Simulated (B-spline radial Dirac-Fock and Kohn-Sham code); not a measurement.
# I⁷⁺ 4d5/2: cross section and angular parameters

System: iodine as I⁷⁺, [Kr] 4d10; threshold 151.0 eV (orbital energy of the model). These are calculated numbers from a radial finite-basis atomic code; the model is Dirac-Hartree-Slater photoionisation with a Latter tail; cross sections with all multipoles, angular parameters from the dipole term and its interference with E2.

For linearly polarised light dσ/dΩ = σ/(4π) [1 + β P₂(cos θ) + (δ + γ cos²θ) sin θ cos φ], with θ from the polarisation vector and φ the angle between the beam and the projection of the electron momentum on the plane normal to the polarisation.

```
hν (eV)  σ (kb)       β       γ       δ
    209     482  -0.319   0.071   0.056
    273     557   0.391   0.100   0.009
    289     553   0.497   0.088   0.005
    323     525   0.674   0.063   0.000
    371     472   0.846   0.029  -0.002
    408     428   0.940   0.008  -0.002
    566     273   1.167  -0.031   0.004
    600     248   1.196  -0.031   0.006
    716     180   1.264  -0.020   0.011
   1000       ?       ?       ?       ?
   1290    49.6   1.334   0.157   0.032
   2220    11.8   1.253   0.466   0.061
   3370    3.41   1.131   0.755   0.099
   3770    2.40   1.093   0.837   0.112
   4000    1.99   1.072   0.880   0.119
   5340   0.767   0.967   1.096   0.164
   5520   0.685   0.954   1.121   0.170
   5680   0.622   0.943   1.142   0.175
   6000   0.515   0.922   1.182   0.185
   8820   0.131   0.774   1.447   0.276
 9251.7   0.110   0.756   1.478   0.290
   9420   0.103   0.749   1.489   0.295
  11000  0.0577   0.691   1.583   0.343
  12000  0.0415   0.659   1.632   0.372
  15000  0.0176   0.579   1.748   0.456
```

Q: Give the values at 1000 eV.

A: σ = 90.6 kb, β = 1.329, γ = 0.055, δ = 0.022.
